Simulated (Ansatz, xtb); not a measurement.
BGaH4: which of two structures lies lower

Structure X: `[BH2][GaH2]`, a singlet. Structure Y: a singlet given by its coordinates. Both are isolated molecules in the gas phase, relaxed with PBE0-D3(BJ)/def2-SVP; the shapes shown needn't be the lowest conformers.

X (Å):

```csv
atom,x (Å),y (Å),z (Å)
B,-1.5462,2.6344,-0.8716
Ga,-1.4325,1.1405,0.5520
H,-2.4724,3.4143,-0.9156
H,-0.6913,2.7866,-1.7165
H,-0.7295,1.3587,1.9476
H,-2.0427,-0.2952,0.3155
```

Y (Å):

```xyz
6

B     0.8882   -0.7398    0.7179
Ga   -1.0776   -0.6094    0.3027
H     1.0459    0.1084    1.5869
H    -2.6401   -0.5054   -0.0268
H     1.0172   -1.8973    1.0957
H     1.4177   -0.4843   -0.3562
```

Close contacts (Å): B1–Ga2 2.01, B1–H3 1.22, B1–H5 1.22, B1–H6 1.22, Ga2–H4 1.60.

**Question.** Estimate E(Y) − E(X) at the level CCSD(T)/def2-TZVPP.

**Answer.** Calculated at CCSD(T)/def2-TZVPP: E(Y) − E(X) = −11.3 kcal/mol, so structure Y lies lower.

Level by level:

```tsv
level	geometry	E(Y) − E(X) (kcal/mol)	departure from the last row (kcal/mol)	job, with rough time for the two
GFN2-xTB	GFN2-xTB	−38.8	−27.5	optimisation, 0.15 s
HF/STO-3G	GFN2-xTB	+37.5	+48.8	single point, 0.4 s
r2SCAN-D4/def2-SVP	GFN2-xTB	−11.7	−0.4	single point, 1.5 s
PBE0-D3(BJ)/def2-SVP	PBE0-D3(BJ)/def2-SVP	−15.8	−4.4	optimisation, 11 s
HF/def2-TZVPP	PBE0-D3(BJ)/def2-SVP	−0.5	+10.8	part of the CCSD(T) run
MP2/def2-TZVPP	PBE0-D3(BJ)/def2-SVP	−12.7	−1.4	part of the CCSD(T) run
CCSD(T)/def2-TZVPP	PBE0-D3(BJ)/def2-SVP	−11.3		single point, 16 s
```

HF/STO-3G puts the two in the other order. HF/def2-TZVPP finds them nearly level. The largest departure from CCSD(T)/def2-TZVPP is that of HF/STO-3G, 48.8 kcal/mol.

With harmonic frequencies from PBE0-D3(BJ)/def2-SVP (ideal gas, rigid rotor, one conformer each, 298.15 K, 1 atm): the zero-point term adds +0.5 kcal/mol; ΔH is −10.5 and ΔG −11.6 kcal/mol.

The correlated steps freeze 10 core orbitals; the filled d shell of Ga is correlated, in a basis made for valence electrons. Programs: Ansatz 0.2.0, xtb 6.7.1; the last row on 1 thread of Intel(R) Xeon(R) 6975P-C (Granite Rapids) on a shared host.
